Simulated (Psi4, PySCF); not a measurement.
The Psi4 input:
```
memory 2 GB

molecule mol {
1 2
  C    -0.359947    1.339725    0.257499
  N    -0.000000    0.000000   -0.000000
  C     1.305036   -0.448771    0.293626
  C    -0.945088   -0.890954   -0.551125
  H     0.294907    2.031326   -0.288358
  H    -0.220485    1.583987    1.318627
  H    -1.394211    1.532824   -0.020457
  H     1.794320   -0.841516   -0.607184
  H     1.278927   -1.288855    0.999801
  H     1.914414    0.350174    0.711469
  H    -1.316138   -0.518801   -1.514935
  H    -0.520203   -1.882999   -0.691013
  H    -1.831531   -0.966140    0.092050
}

set basis 6-31g*
set reference uks
set scf_type pk
set puream true
set d_convergence 1e-8
set dft_radial_points 99
set dft_spherical_points 590

energy('wb97x')
print_variables()
```

Question: Give the equivalent PySCF input.

Answer: This is not unique; one that fits is 
```python
from pyscf import gto, scf, dft

mol = gto.M(
    atom='''
C    -0.35994749    1.33972464    0.25749879
N    -0.00000000    0.00000000   -0.00000000
C     1.30503589   -0.44877053    0.29362609
C    -0.94508840   -0.89095411   -0.55112489
H     0.29490710    2.03132563   -0.28835847
H    -0.22048513    1.58398674    1.31862692
H    -1.39421123    1.53282426   -0.02045677
H     1.79431965   -0.84151593   -0.60718414
H     1.27892742   -1.28885482    0.99980125
H     1.91441449    0.35017434    0.71146941
H    -1.31613840   -0.51880136   -1.51493547
H    -0.52020326   -1.88299860   -0.69101265
H    -1.83153063   -0.96614026    0.09204992
''',
    basis='6-31g*',
    charge=1,
    spin=1,
    verbose=3,
)

mf = dft.UKS(mol)
mf.xc = 'wb97x'
mf.grids.atom_grid = (99, 590)
mf.grids.prune = None
mf.kernel()
```

Both were run: Psi4 gave -174.139681 Eh and PySCF -174.139681 Eh, 0.000 mEh apart.
